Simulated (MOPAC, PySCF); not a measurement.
C4H7ClSi, SMILES `[SiH3]/C=C/C=C\Cl` (C–C–C–C torsion 180°), neutral singlet in the gas phase. 

Cartesian coordinates (Å):
```xyz
13

Si     2.5253     0.3323    -0.0288
C      0.7177     0.7415    -0.0926
C     -0.2524    -0.1675     0.0204
C     -1.6658     0.1543    -0.0299
C     -2.6754    -0.6988     0.0754
Cl    -2.4952    -2.4007     0.2994
H      2.6839    -1.1254     0.1625
H      3.1980     0.7405    -1.2829
H      3.1843     1.0499     1.0861
H      0.4198     1.7790    -0.2299
H     -0.0029    -1.2139     0.1583
H     -1.9293     1.1973    -0.1675
H     -3.7078    -0.3885     0.0295
```
Charge 0, multiplicity 1.

All levels are single points at this geometry (CAM-B3LYP-D3(BJ)/def2-TZVP); Pople sets use spherical d functions. Orbital energies aren't observables, and empty levels follow the basis.

```
level                                HOMO (eV)  LUMO (eV)  gap (eV)  dipole (D)  vertical IE, Delta-SCF (eV)
-----------------------------------  ---------  ---------  --------  ----------  ---------------------------
CAM-B3LYP-D3(BJ)/def2-TZVP in PySCF      -8.15      -0.40      7.75        1.55                         8.82
PBE-D3(BJ)/def2-TZVP in PySCF            -5.95      -2.38      3.57        1.48                         8.55
TPSSh-D3(BJ)/def2-TZVP in PySCF          -6.36      -1.89      4.46        1.54                         8.59
B3LYP/3-21G in PySCF                     -6.58      -1.30      5.28        1.76                            –
B3LYP/LANL2DZ in PySCF                   -6.62      -1.41      5.21        1.76                            –
M06-2X/6-31G* in PySCF                   -7.87      -0.36      7.51        1.63                            –
PBE/6-31G* in PySCF                      -5.71      -2.06      3.66        1.58                         8.41
SVWN5/6-31G* in PySCF                    -5.85      -2.23      3.62        1.58                         8.58
HF/6-31G* in PySCF                       -8.97       2.50     11.47        1.83                            –
HF/STO-3G in PySCF                       -7.27       5.97     13.24        2.34                            –
AM1 in MOPAC                             -9.41      -0.14      9.27        1.14                            –
PM6 in MOPAC                             -9.59      -0.53      9.05        1.45                            –
PM7 in MOPAC                             -9.71      -0.47      9.24        1.77                            –
```
